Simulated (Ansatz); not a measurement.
Mulliken charges of C3H4BNS, SMILES `CB1N=C=CS1` from ωB97M-V/def2-TZVPP in Ansatz (PBE0-D4/def2-TZVP geometry).

```
atom   x (Å)   y (Å)   z (Å)  charge (e)
  C1  -0.954  -1.146   1.016      -0.325
  B2  -0.094  -0.248   0.076       0.124
  N3   0.658  -0.730  -1.092      -0.238
  C4   1.074   0.400  -1.358       0.212
  C5   1.162   1.688  -1.128      -0.207
  S6   0.100   1.591   0.309      -0.043
  H7  -0.338  -1.927   1.469       0.120
  H8  -1.742  -1.651   0.450       0.120
  H9  -1.423  -0.572   1.818       0.095
 H10   1.642   2.544  -1.557       0.142
```

Question: By hand: the dipole of these point charges (1 e Å = 4.8032 D).

Answer: Σ q r = (-0.027, 0.060, 0.053) e Å, of length 0.084 e Å = 0.40 D.

Question: How does the dipole of the full density compare? (Best estimate.)

Answer: The calculation gave: (0.091, 0.209, -0.069) e Å, 1.14 D; the point charges give 0.35 times that, at 71° from its direction.

Point charges leave out the atoms' own dipoles, such as those of lone pairs, and Mulliken's split depends on the basis, so the two needn't agree.
